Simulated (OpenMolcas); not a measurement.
Au3+ with 6 ligands (water) in octahedral coordination (Th). Ligand basis ANO-RCC-VDZP.

| Quantity | Value |
| --- | --- |
| Program | OpenMolcas 26.06 |
| Method | SS-CASPT2, IPEA 0.25 Eh, imaginary shift 0.1 Eh (closed shells correlated: 5s 5p and the ligand valence shells) |
| Basis | ANO-RCC-VTZP [8s7p5d3f1g] |
| Scalar Hamiltonian | DKH2, point nucleus |
| Active space | 8 electrons in 5 orbitals (5d) |
| State averaging | 2S+1 = 3 even, 10 roots; 2S+1 = 1 even, 15 roots |
| Spin-orbit coupling | RASSI with atomic mean-field integrals over the reference wave functions |

All ligands move together. At R = 2.18 Å the first state of the same spin is 20730 cm-1, and at R = 2.21 Å it is 18960 cm-1.

Question: A third run gives 15000 cm-1. What distance was it run at?

Answer: With a power law R^-n the two known points give n = -ln(18960 / 20730) / ln(2.21 / 2.18) = 6.53. Then R = 2.18 × (20730 / 15000)^(1/6.53) = 2.291 Å. The run was at 2.34 Å, so the estimate is off by -0.049 Å.

Roots that are degenerate in the reference are averaged as groups; the widest CASPT2 spread within a group is 1100 cm-1 (the 3-fold group of multiplicity 1 near 26900 cm-1 above the lowest state of its run, R = 2.21). Shifts and gaps below about the spread of the groups concerned are not significant. Over all roots computed the reference weight is 0.64 to 0.69 in R = 2.18, 0.64 to 0.69 in R = 2.21, 0.63 to 0.68 in R = 2.34; a low but even weight reflects the number of correlated electrons. Real 4d8 and 5d8 ions are as a rule square planar and diamagnetic. Ligand-to-metal charge-transfer states are missing. With no ligand orbital active B as a rule stays too high, so bands that hang on it stand too high and its fall with covalency is understated. With one d shell and no ligand orbital active, 10Dq can be off by a tenth or more. The least metal-like active orbital is 79 % on the metal (Löwdin) and no ligand orbital is active, so the numbers are rough (holds for R = 2.18). The least metal-like active orbital is 80 % on the metal (Löwdin) and no ligand orbital is active, so the numbers are rough (holds for R = 2.21). The least metal-like active orbital is 82 % on the metal (Löwdin) and no ligand orbital is active, so the numbers are rough (holds for R = 2.34). No measured value stands beside these numbers; the geometry is a model, was not optimised and need not be the one that this ion takes.
